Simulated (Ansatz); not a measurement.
Total energies of triphenyltelluronium hexafluoroantimonate, `[F][Sb-]([F])([F])([F])([F])[F].c1ccc([Te+](c2ccccc2)c2ccccc2)cc1` from Ansatz at PBE0-D4/def2-TZVP, gas phase (1 Eh = 27.2114 eV = 2625.5 kJ/mol). The reference geometry is relaxed at PBE-D4/def2-SVP.

```tsv
state	geometry	energy (Eh)
charge 0 singlet	reference	-1801.57017
charge 1 doublet	reference	-1801.23275
charge -1 doublet	reference	-1801.61082
charge -1 doublet	relaxed at PBE-D4/def2-SVP	-1801.62975
free F atom (doublet)	–	-99.67617
free Sb atom (quartet)	–	-240.22283
free C atom (triplet)	–	-37.80537
free Te atom (triplet)	–	-267.99464
free H atom (doublet)	–	-0.50104
```

In the def2 sets Sb, Te take a core potential; there is no spin–orbit coupling. Single mean-field runs in def2-TZVP are fitted with def2-universal-jkfit.

Q: Work out the vertical ionisation energy to the doublet.

A: E(charge 1 doublet) − E(charge 0 singlet) = -1801.23275 − (-1801.57017) = 0.33742 Eh = 9.18 eV. For comparison, −ε of the highest occupied level is 7.93 eV at this level, 1.25 eV less.

Q: Work out the vertical electron affinity, to the doublet.

A: E(charge 0 singlet) − E(charge -1 doublet) = -1801.57017 − (-1801.61082) = 0.04065 Eh = 1.11 eV. The basis lacks diffuse functions, which makes affinities too small.

Q: Give the fundamental gap IE − EA, the Mulliken electronegativity (IE + EA)/2 and the hardness (IE − EA)/2.

A: From the values in Eh: IE − EA = 0.33742 − 0.04065 = 0.29677 Eh = 8.08 eV; (IE + EA)/2 = 5.14 eV; (IE − EA)/2 = 4.04 eV. The HOMO–LUMO gap of the same run is 5.66 eV, 2.42 eV smaller than the fundamental gap.

Q: How much does the charge -1 doublet relax, and what is the adiabatic electron affinity?

A: Relaxation: -1801.61082 − (-1801.62975) = 0.01893 Eh = 0.52 eV. Adiabatic electron affinity: 0.05958 Eh = 1.62 eV, without zero-point energy. Bonds change on the way (1 lost, 0 formed), so the relaxed form is another species. 

Q: What is the binding energy per atom against free atoms?

A: Atoms: 6 × (-99.67617) + 1 × (-240.22283) + 18 × (-37.80537) + 1 × (-267.99464) + 15 × (-0.50104) = -1794.28675 Eh. Binding: -1794.28675 − (-1801.57017) = 7.28342 Eh = 198.19 eV, or 4.83 eV for each of 41 atoms (no zero-point energy, no counterpoise term).

At PBE0-D4/def2-TZVP the highest occupied level of the charge -1 doublet lies above zero (up to 0.09 eV). By energy differences its removal costs 1.11 eV (vertical, to the charge 0 singlet, at PBE0-D4/def2-TZVP); self-interaction error and the lack of diffuse functions both raise the level.
